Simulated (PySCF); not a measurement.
## Bond length, frequency and bond energy of TeP⁺ by level of theory

State: ¹Σ⁺ (singlet), closed shell. Set-up: PySCF, scalar-relativistic core potentials, basis sets Te def2-SVPD with ECP28, P def2-SVPD. De refers to Te⁺ + P in their high-spin ground configurations, without counterpoise correction. A positive dipole points towards P; it is taken about the centre of mass and depends on that origin.

```tsv
Level	Re (Å)	ωe (cm⁻¹)	De (eV)	μ (D)
RHF	2.132	624	0.54	1.86
RHF-MP2	2.241	458	3.57	n/a
RHF-SCS-MP2	2.232	472	3.50	n/a
RHF-CCSD	2.198	532	3.00	n/a
RHF-CCSD(T)	2.222	495	3.39	n/a
PBE	2.202	523	4.61	1.71
PW91	2.201	523	4.66	1.73
TPSS	2.193	531	4.36	1.66
r²SCAN	2.183	546	4.04	1.68
PBE0	2.169	564	3.98	1.69
B97-3	2.175	557	4.21	1.62
```

Problem. Which functional lies closest to RHF-CCSD(T) in De, which farthest, and by how much do they differ from it?

Solution. Closest is PBE0 (-5.3 pm in Re, +13.9 % in ωe, +0.59 eV in De against RHF-CCSD(T) in the same basis), farthest PW91 (-2.1 pm in Re, +5.7 % in ωe, +1.27 eV in De). CCSD(T) converges more slowly with the basis than the functionals do and binds too weakly in this one, so the order can change at the basis-set limit.

Problem. What does a quarter of exact exchange do here, going from PBE to PBE0?

Solution. PBE0 less PBE: -3.3 pm in Re, +7.8 % in ωe, -0.63 eV in De. Exact exchange removes part of the self-interaction that spreads semilocal densities, and in most molecules shortens and stiffens the bond and lowers De; so it does here.

Problem. What does the step from GGA to meta-GGA do here, going from PBE to r²SCAN?

Solution. r²SCAN less PBE: -1.9 pm in Re, +4.4 % in ωe, -0.57 eV in De. 

Correlated steps freeze 9 core orbitals. Correlated levels converge slowly with the basis: in double zeta they bind strong bonds too weakly, by up to about 1 eV, and carry superposition errors of some tenths. These are scalar-relativistic numbers at best; spin–orbit coupling would shift them, the dissociation energy most. For an ion De counts to the pair picked by the measured ionisation energies or electron affinities, which need not be the lowest pair at this level. Where the molecule has an RHF reference, its open-shell atoms are computed with UHF. The CCSD T1 diagnostic is raised, a sign that a single reference may not be enough here.

The whole job (state search and all levels along the bond) took about 1.6 min on 1 thread of Intel Xeon 6975P-C (shared host), peak memory 0.78 GiB.
